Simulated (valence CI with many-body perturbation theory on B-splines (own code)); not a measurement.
# E1 line list for Ce53+

Computed by valence CI with perturbative core correlation (CI+MBPT): three valence electrons over a frozen Dirac-Fock core [He], a basis of 11 s, 11 p, 10 d, 8 f, 5 g, 2 h functions for each j, with the one-electron correlation potential Σ1 (screened to all orders), the two-electron term Σ2, the three-electron term Σ3, Breit, model QED; selected single and double excitations, second order for the rest, scaled by the run's own slope (own B-spline code, finite nucleus).

No measured spectrum was set against this ion. As an estimate, large intervals hold to a few tenths of a per cent, small ones and those within an open d or f shell to about a per cent.

Lines 151 to 200 of 555 in falling wavelength, among levels below 8812.8 eV, chosen from the strongest by gf and those to the six lowest levels. Wavelengths and rates use the calculated energies. Electric multipoles are in the length gauge, E1 and E2 with the static RPA response of the core. Weak lines are less certain than strong ones. Lines between different terms over intervals too small for the method are left out, as are lines whose strength nearly cancels.

Levels are named by their leading jj configuration (3d3/2^4 stands for four electrons in 3d with j = 3/2), which in mixed levels can hold well under half, so a name can repeat and another be missing. Letters in brackets count levels of one name in rising energy.

| λ vac (Å) | Upper | Lower | A (s⁻¹) | S (a.u.) |
| --- | --- | --- | --- | --- |
| 18.74 | (2p1/2 2p3/2 3d5/2) J=5/2 [a] | (2s 2p1/2 3d5/2) J=5/2 [b] | 2.90e+11 | 5.65e-03 |
| 18.71 | (2p1/2 2p3/2 3p3/2) J=3/2 [a] | (2s 2p1/2 3p3/2) J=3/2 [b] | 4.12e+11 | 5.32e-03 |
| 18.59 | (2p1/2 2p3/2 3d3/2) J=5/2 [a] | (2s 2p1/2 3d3/2) J=5/2 | 4.22e+11 | 8.03e-03 |
| 18.57 | (2p3/2^2 3p3/2) J=5/2 | (2s 2p3/2 3p3/2) J=5/2 [a] | 2.87e+11 | 5.45e-03 |
| 18.51 | (2p1/2 2p3/2^2) J=5/2 | (2s 2p1/2 2p3/2) J=3/2 [b] | 8.08e+11 | 1.52e-02 |
| 18.47 | (2p1/2 2p3/2 3d5/2) J=9/2 | (2s 2p1/2 3d5/2) J=7/2 | 6.60e+11 | 2.05e-02 |
| 18.44 | (2p1/2 2p3/2 3p3/2) J=7/2 | (2s 2p1/2 3p3/2) J=5/2 | 7.76e+11 | 1.92e-02 |
| 18.43 | (2p3/2^3) J=3/2 | (2s 2p3/2^2) J=3/2 | 1.88e+12 | 2.33e-02 |
| 18.41 | (2p3/2^2 3p3/2) J=3/2 [b] | (2s 2p3/2 3p3/2) J=3/2 | 9.33e+11 | 1.15e-02 |
| 18.40 | (2p3/2^3) J=3/2 | (2s 2p3/2^2) J=1/2 | 4.03e+11 | 4.96e-03 |
| 18.40 | (2p3/2^2 3d5/2) J=7/2 | (2s 2p3/2 3d5/2) J=7/2 [a] | 3.67e+11 | 9.03e-03 |
| 18.34 | (2p3/2^2 3d5/2) J=5/2 [b] | (2s 2p3/2 3d5/2) J=5/2 [b] | 7.88e+11 | 1.44e-02 |
| 18.34 | (2p3/2^2 3d3/2) J=3/2 [b] | (2s 2p3/2 3d3/2) J=5/2 [b] | 6.16e+11 | 7.50e-03 |
| 18.33 | (2p1/2 2p3/2 3d5/2) J=7/2 [a] | (2s 2p1/2 3d5/2) J=5/2 [a] | 6.31e+11 | 1.53e-02 |
| 18.33 | (2p1/2 2p3/2 3d5/2) J=5/2 [b] | (2s 2p1/2 3d5/2) J=3/2 | 3.39e+11 | 6.18e-03 |
| 18.33 | (2p1/2 2p3/2 3s) J=3/2 [c] | (2s 2p1/2 3s) J=1/2 [b] | 5.22e+11 | 6.34e-03 |
| 18.30 | (2s 2p3/2 3d5/2) J=7/2 [b] | (2s^2 3d5/2) J=5/2 | 1.02e+12 | 2.48e-02 |
| 18.30 | (2p1/2 2p3/2 3s) J=5/2 | (2s 2p1/2 3s) J=3/2 | 4.71e+11 | 8.55e-03 |
| 18.29 | (2p1/2 2p3/2 3d3/2) J=5/2 [b] | (2s 2p1/2 3d3/2) J=3/2 [b] | 6.53e+11 | 1.18e-02 |
| 18.24 | (2p1/2 2p3/2 3p3/2) J=5/2 [a] | (2s 2p1/2 3p3/2) J=3/2 [a] | 6.23e+11 | 1.12e-02 |
| 18.23 | (2s 2p3/2 3p3/2) J=5/2 [b] | (2s^2 3p3/2) J=3/2 | 1.15e+12 | 2.06e-02 |
| 18.21 | (2p1/2 2p3/2 3d3/2) J=7/2 | (2s 2p1/2 3d3/2) J=5/2 | 6.57e+11 | 1.57e-02 |
| 18.17 | (2p1/2 2p3/2 3d5/2) J=7/2 [b] | (2s 2p1/2 3d5/2) J=5/2 [b] | 3.77e+11 | 8.94e-03 |
| 18.17 | (2p1/2 2p3/2 3p1/2) J=3/2 [b] | (2s 2p1/2 3p1/2) J=1/2 [b] | 7.79e+11 | 9.23e-03 |
| 18.16 | (2p3/2^2 3d5/2) J=7/2 | (2s 2p3/2 3d5/2) J=5/2 [a] | 3.59e+11 | 8.48e-03 |
| 18.12 | (2p3/2^2 3p1/2) J=1/2 | (2s 2p3/2 3p1/2) J=3/2 [b] | 1.42e+12 | 8.33e-03 |
| 18.09 | (2p3/2^2 3s) J=1/2 | (2s 2p3/2 3s) J=3/2 [b] | 1.42e+12 | 8.33e-03 |
| 18.08 | (2p1/2 2p3/2 3p1/2) J=5/2 | (2s 2p1/2 3p1/2) J=3/2 | 6.57e+11 | 1.15e-02 |
| 18.06 | (2p3/2^2 3p3/2) J=3/2 [b] | (2s 2p3/2 3p3/2) J=5/2 [b] | 8.32e+11 | 9.68e-03 |
| 18.06 | (2p1/2 2p3/2 3d5/2) J=3/2 [b] | (2s 2p1/2 3d5/2) J=5/2 [b] | 6.27e+11 | 7.29e-03 |
| 18.04 | (2s 2p3/2 3d3/2) J=5/2 [b] | (2s^2 3d3/2) J=3/2 | 1.04e+12 | 1.80e-02 |
| 18.01 | (2s 2p3/2 3p1/2) J=1/2 | (2s^2 3p1/2) J=1/2 | 1.32e+12 | 7.61e-03 |
| 18.01 | (2s 2p3/2 3s) J=1/2 | (2s^2 3s) J=1/2 | 1.30e+12 | 7.51e-03 |
| 18.00 | (2p1/2 2p3/2 3d3/2) J=3/2 [a] | (2s 2p1/2 3d3/2) J=3/2 [a] | 7.17e+11 | 8.26e-03 |
| 17.99 | (2p3/2^2 3d5/2) J=5/2 [b] | (2s 2p3/2 3d5/2) J=7/2 [b] | 8.43e+11 | 1.45e-02 |
| 17.97 | (2s 2p3/2 3p1/2) J=3/2 [b] | (2s^2 3p1/2) J=1/2 | 1.20e+12 | 1.38e-02 |
| 17.97 | (2p1/2 2p3/2 3p3/2) J=5/2 [b] | (2s 2p1/2 3p3/2) J=3/2 [b] | 3.99e+11 | 6.85e-03 |
| 17.97 | (2p1/2 2p3/2 3d3/2) J=5/2 [a] | (2s 2p1/2 3d3/2) J=3/2 [a] | 3.84e+11 | 6.60e-03 |
| 17.95 | (2s 2p3/2 3d5/2) J=5/2 [b] | (2s^2 3d5/2) J=5/2 | 1.20e+12 | 2.05e-02 |
| 17.94 | (2p1/2 2p3/2 3d5/2) J=1/2 | (2s 2p1/2 3d5/2) J=3/2 | 8.57e+11 | 4.88e-03 |
| 17.90 | (2s 2p3/2 3d3/2) J=3/2 [b] | (2s^2 3d3/2) J=3/2 | 1.00e+12 | 1.14e-02 |
| 17.90 | (2s 2p3/2 3s) J=3/2 [b] | (2s^2 3s) J=1/2 | 1.21e+12 | 1.37e-02 |
| 17.90 | (2p1/2 2p3/2 3p3/2) J=5/2 [b] | (2s 2p1/2 3p3/2) J=5/2 | 3.54e+11 | 6.01e-03 |
| 17.89 | (2s 2p3/2 3p3/2) J=3/2 | (2s^2 3p3/2) J=3/2 | 1.18e+12 | 1.34e-02 |
| 17.89 | (2p1/2 2p3/2 3d3/2) J=1/2 [a] | (2s 2p1/2 3d3/2) J=3/2 [a] | 9.60e+11 | 5.43e-03 |
| 17.89 | (2p1/2 2p3/2 3d5/2) J=7/2 [b] | (2s 2p1/2 3d5/2) J=7/2 | 4.14e+11 | 9.36e-03 |
| 17.88 | (2s 2p3/2 3d5/2) J=3/2 [b] | (2s^2 3d5/2) J=5/2 | 1.33e+12 | 1.51e-02 |
| 17.88 | (2p1/2 2p3/2 3d5/2) J=5/2 [a] | (2s 2p1/2 3d5/2) J=5/2 [a] | 2.68e+11 | 4.54e-03 |
| 17.87 | (2p3/2^2 3p3/2) J=5/2 | (2p1/2 2p3/2 3s) J=5/2 | 3.15e+11 | 5.32e-03 |
| 17.84 | (2p3/2^2 3d5/2) J=3/2 | (2s 2p3/2 3d3/2) J=5/2 [b] | 4.94e+11 | 5.54e-03 |
